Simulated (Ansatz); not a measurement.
This geometry of ClGaH5NO2 (10 atoms, charge 0, multiplicity 1) is a first-order saddle point.

Theory: Ansatz, RKS B3LYP/def2-SVP.

```xyz
10
Properties=species:S:1:pos:R:3
Ga -0.113 0.500 0.006
N -0.090 0.114 2.073
H -0.811 -0.487 2.475
H 0.824 -0.331 2.205
O 1.526 -0.261 -0.148
H 1.880 -0.297 -1.044
O -1.524 -0.291 -0.797
H -2.122 -0.779 -0.220
Cl -0.176 2.697 0.068
H -0.093 1.009 2.570
```

Which two structures does it join? (They come from a converged band through this point; their orientation in space is the band's.)

No bond is made or broken.  The two ends are copies of one structure, up to a mirror image or an exchange of like atoms.

Image 0:

```xyz
10
Properties=species:S:1:pos:R:3
Ga -0.098 0.386 0.081
N 0.012 0.142 2.146
H -0.714 -0.505 2.462
H 0.931 -0.255 2.357
O 1.574 -0.258 -0.164
H 1.844 -0.344 -1.086
O -1.522 -0.663 -0.303
H -2.208 -0.207 -0.806
Cl -0.426 2.552 -0.146
H -0.092 1.028 2.645
```

Image 6:

```xyz
10
Properties=species:S:1:pos:R:3
Ga -0.129 0.382 0.084
N -0.007 0.140 2.147
H -0.831 -0.393 2.438
H 0.836 -0.386 2.390
O 1.393 -0.447 -0.437
H 1.948 0.096 -1.010
O -1.702 -0.506 -0.005
H -2.057 -0.615 -0.895
Cl -0.153 2.570 -0.165
H 0.005 1.035 2.641
```

How far does it lie above each of them?

18.6 kJ/mol above the first and 18.6 kJ/mol above the second. This is the barrier of this one path; another mechanism may lie lower.

The run took 2.8 min on 4 threads of Arm Neoverse V2, on a shared host, peak memory 0.31 GiB.
